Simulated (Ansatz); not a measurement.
Program: Ansatz. Geometries: PBE0-D4/def2-TZVP. ΔE: electronic, gas phase. CCSD(T)/CBS adds triple-zeta CCSD(T) − MP2 to the extrapolated MP2 energy (def2 sets, frozen cores). DFT in def2-TZVPP. B3LYP here is the variant with VWN-RPA as its local correlation; programs differ in this. For Ge outer-core shells are correlated without core-valence functions, which leaves a few kJ/mol of doubt a bond. Scalar relativity is left out up to krypton. Each species was taken in one conformer, which may not be the lowest.

Consider the formal exchange of groups at a C–Si bond: `B[SiH](F)C=C` + GeH₄ → `C=[CH][GeH3]` + `B[SiH2]F`.

```
             level  ΔE (kcal/mol)
           PBE0-D4            5.8
               PBE            5.5
             B3LYP            5.1
    MP2/def2-TZVPP            4.1
   CCSD/def2-TZVPP            4.3
CCSD(T)/def2-TZVPP            4.4
      HF/CBS(def2)            4.7
     MP2/CBS(def2)            4.2
```

(1) What does CCSD(T)/CBS give? (Estimate.)

Largest T1 diagnostic among the species: 0.012.

## Answers

(1) Ansatz gave: +4.5 kcal/mol. The listed levels differ from it by 1.3, 1.0, 0.6, -0.4, -0.2, -0.1, 0.2, -0.3 kcal/mol.
